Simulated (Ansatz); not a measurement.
Molecule: MgI$_{2}$ (charge +1, doublet). 
Coordinates optimised at B3LYP-D3(BJ)/def2-TZVP (Ansatz, an electronic-structure program):
```
Mg
I 1 2.5958
I 1 2.5958 2 180.00
```
Charge +1, spin multiplicity 2.

Problem. Give the harmonic wavenumbers at B3LYP-D3(BJ)/def2-TZVP (Ansatz, finite differences of forces, unscaled).

Solution. 37, 51, 126, 355 cm⁻¹. Zero-point energy 0.8 kcal/mol.
